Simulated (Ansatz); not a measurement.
`O[Si]1(O)CO1` and `O[Si]1(F)CO1` differ in one atom or group.

Ansatz, PBE0-D4/def2-TZVP geometries, multiplicity 1. Each molecule was computed in one conformer, which needn't be the lowest.

| property | `O[Si]1(O)CO1` |
| --- | --- |
| HOMO–LUMO gap (PBE0/def2-TZVPP) / eV | 7.74 |
| size of the dipole moment (B3LYP/def2-TZVPP) / D | 1.45 |
| HOMO energy (B3LYP/def2-TZVPP) / eV | -7.33 |
| size of the dipole moment (ωB97M-V/def2-TZVPP) / D | 1.44 |
| LUMO energy (PBE/def2-TZVPP) / eV | -0.74 |
| ideal-gas entropy at 298 K and 1 bar (rigid rotor, harmonic PBE0-D4/def2-TZVP) / J/(mol·K) | 322 |

Q: What does the change do to each property? (An estimate is asked.)

A: Ansatz gave: 
```json
{"property": "HOMO–LUMO gap (PBE0/def2-TZVPP) / eV", "`O[Si]1(F)CO1`": "8.01", "shift": "0.27"}
{"property": "size of the dipole moment (B3LYP/def2-TZVPP) / D", "`O[Si]1(F)CO1`": "2.41", "shift": "0.96"}
{"property": "HOMO energy (B3LYP/def2-TZVPP) / eV", "`O[Si]1(F)CO1`": "-7.77", "shift": "-0.44"}
{"property": "size of the dipole moment (ωB97M-V/def2-TZVPP) / D", "`O[Si]1(F)CO1`": "2.40", "shift": "0.96"}
{"property": "LUMO energy (PBE/def2-TZVPP) / eV", "`O[Si]1(F)CO1`": "-0.95", "shift": "-0.21"}
{"property": "ideal-gas entropy at 298 K and 1 bar (rigid rotor, harmonic PBE0-D4/def2-TZVP) / J/(mol·K)", "`O[Si]1(F)CO1`": "312", "shift": "-10"}
```

With PBE0 the HOMO falls by 0.45 eV and the LUMO falls by 0.18 eV, so the gap widens by about 0.27 eV. PBE moves the HOMO by -0.44 eV and ωB97M-V by -0.44 eV. The zero-point energy changes by -29.6 kJ/mol with -3 modes. Dipoles are sizes alone; their direction can turn.

B3LYP here is the variant with VWN-RPA as its local correlation; programs differ in this.
